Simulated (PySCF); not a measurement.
C7H7ClN (doublet state).
Structure used (GFN2-xTB), in Å, numbered top down from 1:
```xyz
16
C7H7ClN angstrom
N     -4.5022    1.4146   -0.4825
C     -3.6863    0.7721   -0.0050
C     -2.6463   -0.0467    0.5631
C     -1.5797   -0.3221   -0.4841
C     -0.3353   -0.0167   -0.3400
C      0.9496    0.3044   -0.1347
C      1.8927   -0.5469    0.4187
C      3.2731   -0.1377    0.6701
Cl     3.4640    0.3311    2.4416
H     -3.0892   -0.9918    0.8935
H     -2.2129    0.4665    1.4247
H     -1.9487   -0.7895   -1.3912
H      1.2721    1.2913   -0.4499
H      1.5870   -1.5248    0.7579
H      3.9902   -0.9443    0.5304
H      3.5644    0.7495    0.1111
```

The hyperfine couplings belong to this conformer and change with its torsions.

The species is `C(=[C]/C=C/CCl)/CC#N` [radical].

The calculation used UKS B3LYP, pcH-1 on C Cl H N, non-relativistic, mean-field spin-orbit, GIAO (PySCF). One conformer (not necessarily the lowest) at the GFN2-xTB geometry, without solvent, vibrations or thermal averaging. A GFN2-xTB geometry isn't a minimum of the functional, and hyperfine couplings can be far from their values at a DFT geometry. Stability of the SCF solution: not tested. ⟨S²⟩ is 0.774 where a pure state has 0.75.

What is the g tensor, term by term?

| Δg (ppm) | 1 | 2 | 3 |
| --- | --- | --- | --- |
| relativistic mass correction | -170 | -170 | -170 |
| gauge correction | 31 | 12 | 22 |
| orbital Zeeman/spin–orbit | -1084 | 10 | 1038 |
| total | -1223 | -148 | 890 |

So g = 2.00110, 2.00217, 2.00321 and g_iso = 2.00216; the tensor is rhombic: the two nearest values differ by 49 % of g3 − g1. 

What effective moment and Curie constant follow for a powder?

With the mean of g² = 4.0086 and S(S+1) = 0.75: μ_eff = √(⟨g²⟩S(S+1)) = 1.734 μB and χT = 0.12505·⟨g²⟩·S(S+1) = 0.376 cm³ K/mol (cgs; spin-Hamiltonian part alone).

At 93.658 GHz, how far is the centre of the isotropic spectrum from where a free electron (g = 2.002319) resonates?

B = hν/(g μB) with μB/h = 13.99624 MHz/mT gives 3341.95 mT for the free electron and 3342.22 mT at g_iso, 0.27 mT higher.

What are the electron Larmor frequencies g μB B/h along the three axes at 330 mT?

9.2426, 9.2476, 9.2523 GHz for g1, g2 and g3, a range of 9.8 MHz.

In a frozen sample, at which fields do the three g values resonate at 9.5, 34, 94 and 263 GHz (hyperfine left aside), and which band first spreads them over more than twice a line width of 0.3 mT?

```
band    GHz  B(g3) mT  B(g2) mT  B(g1) mT  spread mT
   X    9.5    338.83    339.01    339.19       0.36
   Q   34.0   1212.67   1213.29   1213.95       1.28
   W   94.0   3352.66   3354.40   3356.20       3.54
   J  263.0   9380.33   9385.19   9390.23       9.91
```

The spread grows in proportion to the frequency. Q band is the first where it exceeds 0.6 mT.

The Mulliken spin populations are largest on C7 (+0.66), C5 (+0.56), C6 (-0.24) and C4 (-0.09). The positive populations add up to 1.41 and the negative ones to -0.41, together 2S = 1. The angles at C7 add up to 359.8°, so it is planar; its axial dipolar tensor and the negative coupling of its proton fit spin in a p orbital normal to that plane.

The HOMO–LUMO gaps are 5.27 eV among the α and 4.98 eV among the β orbitals.
